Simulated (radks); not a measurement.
Task: The ruthenium ion Ru3+, [Kr] 4d5. Calculated with a radial shooting solver on a logarithmic mesh with Libxc functionals: non-relativistic Kohn-Sham, PBE, spin-polarised, spherical densities, point nucleus. Every spin shell is full or empty, so the densities are truly spherical. Functionals are evaluated on that one density, not self-consistently. Rank these exchange functionals by their error against the exact value of the orbitals, and give that value: LDA, B88, PBEsol, revPBE, RPBE, PW91, PW86, OPTX, SOGGA, G96, EV93, APBE, TPSS, r2SCAN, TASK.

Result: Exact: -128.350 hartree. From best to worst, with 100 (|E| - |E exact|)/|E exact| (equal figures are ties): B88 0.00, PW91 -0.05, r2SCAN -0.09, PW86 -0.16, EV93 -0.22, RPBE -0.25, TPSS -0.26, G96 +0.30, APBE +0.30, revPBE -0.31, OPTX +1.06, TASK -2.31, PBEsol -2.41, SOGGA -2.43, LDA -5.18.
